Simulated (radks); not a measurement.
Results of a calculation; reference values are marked as such.
Q: All-electron atom: Pr3+ in [Kr] 4d10 4f2.5 5s2 5p5.5 (fractional occupations, a model configuration). Level of theory: scalar-relativistic Kohn-Sham, PBE, spin-unpolarised, spherical densities, finite nucleus; Fermi nuclear charge, rms radius 4.8919 fm (a radial shooting solver on a logarithmic mesh with Libxc functionals). Some entries of the table are withheld. Estimate them.

| orbital | occ. | eigenvalue (Ry) | <r^2> (bohr^2) | <r> (bohr) |
|---|---|---|---|---|
| 1s | 2 | -3075.195 | (1) | 0.02410 |
| 2s | 2 | -496.4630 | (2) | 0.1031 |
| 2p | 6 | -444.4601 | 0.01001 | 0.09055 |
| 3s | 2 | -108.7366 | 0.08474 | 0.2723 |
| 3p | 6 | -92.26298 | 0.08476 | 0.2704 |
| 3d | 10 | -69.13028 | 0.07216 | (3) |
| 4s | 2 | -23.25467 | 0.4365 | 0.6221 |
| 4p | 6 | -17.86804 | 0.4932 | 0.6587 |
| 4d | 10 | -10.16033 | 0.6100 | 0.7252 |
| 5s | 2 | (4) | 2.443 | 1.477 |
| 5p | 5.5 | -3.41079 | 3.221 | 1.691 |
| 4f | 2.5 | (5) | 1.410 | 1.044 |

A: 
(1) 1s <r^2> (bohr^2): 0.0007896
(2) 2s <r^2> (bohr^2): 0.01253
(3) 3d <r> (bohr): 0.2475
(4) 5s eigenvalue (Ry): -4.75977
(5) 4f eigenvalue (Ry): -2.05705
